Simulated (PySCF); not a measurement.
A PySCF script (with the pyscf-properties extension) for the NMR shieldings of `COC1=C(F)BC=CC=C1`, C7H8BFO, on a GFN2-xTB geometry:

```python
import basis_set_exchange as bse
import numpy as np
from pyscf import gto, dft
from pyscf.prop import nmr

atoms = """
C    -3.055433   -0.123297    0.475891
O    -1.979831    0.719789    0.119919
C    -0.693208    0.286725    0.031512
C    -0.224467   -0.990810    0.248955
F    -1.171473   -1.925006    0.593643
B     1.180933   -1.558396    0.176049
C     2.417445   -0.749010   -0.183090
C     2.510855    0.572206   -0.492807
C     1.465291    1.522494   -0.556521
C     0.130352    1.392917   -0.335454
H    -3.932685    0.523394    0.462971
H    -2.931638   -0.542314    1.476617
H    -3.193912   -0.933220   -0.243446
H     1.293304   -2.701105    0.417034
H     3.363626   -1.281317   -0.199094
H     3.490966    0.979081   -0.724295
H     1.785381    2.521943   -0.828746
H    -0.464267    2.292241   -0.450795
"""
names = dict.fromkeys(["C", "O", "F", "B", "H"], "pcSseg-1")
basis = {el: gto.basis.parse(bse.get_basis(n, elements=[el], fmt="nwchem")) for el, n in names.items()}
mol = gto.M(atom=atoms, basis=basis, charge=0, verbose=0)
mf = dft.RKS(mol, xc="PBE0")
mf.grids.level = 2
mf.grids.alignment = dft.numint.BLKSIZE   # the property module wants whole blocks of grid points
mf.conv_tol = 1e-9
mf.kernel()

calc = nmr.RKS(mf)   # GIAO
C = mf.mo_coeff
Co = C[:, mf.mo_occ > 0]
resp = mf.gen_response(singlet=True, hermi=2)
def vind(x):   # induced exchange potential for any number of trial vectors
    d = np.einsum("pi,xij,qj->xpq", C, 2 * x.reshape(-1, C.shape[1], Co.shape[1]), Co, optimize=True)
    return np.einsum("xpq,pi,qj->xij", resp(d - d.transpose(0, 2, 1)), C, Co, optimize=True).ravel()
mo1, _ = nmr.rhf.solve_mo1(calc, with_cphf=vind)
sigma = calc.kernel(mo1)
for i, s in enumerate(sigma):   # ppm
    w = np.linalg.eigvalsh((s + s.T) / 2)
    print("%2d %-2s iso %8.1f  s11 %8.1f  s22 %8.1f  s33 %8.1f" % (i, mol.atom_pure_symbol(i), w.mean(), *w))
```

Task: Give the expected output.

Result: 
```
 0 C  iso    125.9  s11     98.6  s22    103.5  s33    175.6
 1 O  iso    200.9  s11     94.3  s22    253.7  s33    254.7
 2 C  iso     19.7  s11    -57.7  s22     10.7  s33    106.1
 3 C  iso      2.2  s11    -75.2  s22     12.7  s33     69.1
 4 F  iso    293.3  s11    226.8  s22    251.1  s33    402.1
 5 B  iso     60.2  s11     16.0  s22     36.4  s33    128.2
 6 C  iso     26.8  s11   -121.0  s22     17.6  s33    183.7
 7 C  iso     34.6  s11    -84.2  s22     25.5  s33    162.6
 8 C  iso     48.9  s11    -63.6  s22     46.4  s33    163.9
 9 C  iso     46.9  s11    -52.2  s22     44.7  s33    148.2
10 H  iso     27.7  s11     23.4  s22     26.4  s33     33.3
11 H  iso     27.0  s11     22.7  s22     26.2  s33     32.1
12 H  iso     27.0  s11     22.7  s22     26.2  s33     32.1
13 H  iso     25.2  s11     22.6  s22     23.9  s33     29.2
14 H  iso     23.1  s11     20.1  s22     21.5  s33     27.7
15 H  iso     23.6  s11     20.0  s22     23.5  s33     27.5
16 H  iso     24.2  s11     20.1  s22     24.1  s33     28.5
17 H  iso     24.3  s11     19.7  s22     22.8  s33     30.3
```

These numbers come from an equivalent density-fitted implementation of the same equations, which agrees with the script to about 0.01 ppm for H and up to a few tenths of a ppm for heavy atoms, so last digits may differ.

Size and cost of the density-fitted run: 210 basis functions, 61 s wall time on 1 thread of an Arm Neoverse V1, shared host; peak memory 0.94 GiB.
